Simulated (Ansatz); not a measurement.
Computed with Ansatz on PBE0-D4/def2-TZVP structures; ΔE is electronic, products minus reactants. CCSD(T)/CBS adds triple-zeta CCSD(T) − MP2 to the extrapolated MP2 energy (def2 sets, frozen cores). This one scheme is used for every species. DFT in def2-TZVPP. B3LYP here is the variant with VWN-RPA as its local correlation; programs differ in this. One conformer a species, not always the lowest.

Reaction (formal exchange of groups at the Si–S bond): `C=CS[Si](F)(F)F` + `C#C` → `C#C[Si](F)(F)F` + `C=CS`

`C=CS[Si](F)(F)F`:

Z-matrix (Å, degrees):
```
Si
F 1 1.576
F 1 1.574 2 107.8
S 1 2.085 2 113.2 3 119.9
F 1 1.575 2 106.1 3 -115.9
C 4 1.785 1 95.6 2 64.9
C 6 1.323 4 123.4 1 -81.6
H 6 1.084 4 114.5 1 100.4
H 7 1.084 6 120.2 4 -178.6
H 7 1.084 6 122.0 4 1.9
```

`C#C`:

```xyz
4

C     0.163    0.560   -0.137
C    -0.163   -0.560    0.137
H     0.452    1.555   -0.380
H    -0.452   -1.555    0.380
```

`C#C[Si](F)(F)F`:

```xyz
7

C     0.344    0.668    1.822
C     0.134    0.260    0.709
Si   -0.179   -0.348   -0.948
F    -0.786   -1.795   -0.906
F     1.150   -0.399   -1.783
F    -1.193    0.585   -1.701
H     0.530    1.029    2.808
```

`C=CS`:

```xyz
7

C    -0.705   -0.578    0.687
C     0.221   -0.105   -0.137
S     0.287    1.563   -0.666
H    -1.491    0.047    1.095
H    -0.695   -1.621    0.976
H     0.997   -0.750   -0.532
H     1.386    1.444   -1.422
```

```json
{"level": "PBE-D4", "ΔE (kJ/mol)": "14.4"}
{"level": "r2SCAN-D4", "ΔE (kJ/mol)": "11.6"}
{"level": "B3LYP-D4", "ΔE (kJ/mol)": "12.6"}
{"level": "PBE", "ΔE (kJ/mol)": "8.7"}
{"level": "B3LYP", "ΔE (kJ/mol)": "3.5"}
{"level": "HF/def2-TZVPP", "ΔE (kJ/mol)": "4.6"}
{"level": "CCSD(T)/def2-TZVPP", "ΔE (kJ/mol)": "10.4"}
{"level": "MP2/CBS(def2)", "ΔE (kJ/mol)": "15.8"}
```

(1) What does CCSD(T)/CBS give? (An estimate is asked.)

Largest T1 diagnostic among the species: 0.013.

Answers

(1) Computed: +14.2 kJ/mol. The listed levels differ from it by 0.2, -2.6, -1.6, -5.5, -10.7, -9.6, -3.8, 1.6 kJ/mol.

In def2-TZVPP, CCSD(T) changes the Hartree–Fock value by +5.8 kJ/mol (the triples alone add +1.4 kJ/mol) and MP2 by +7.4 kJ/mol. The D4 term adds +9.1 kJ/mol with B3LYP and +5.1 kJ/mol with PBE0; it sums over pairs of atoms, weighted by their polarisabilities, and B3LYP, whose exchange is more repulsive, gets the larger term.
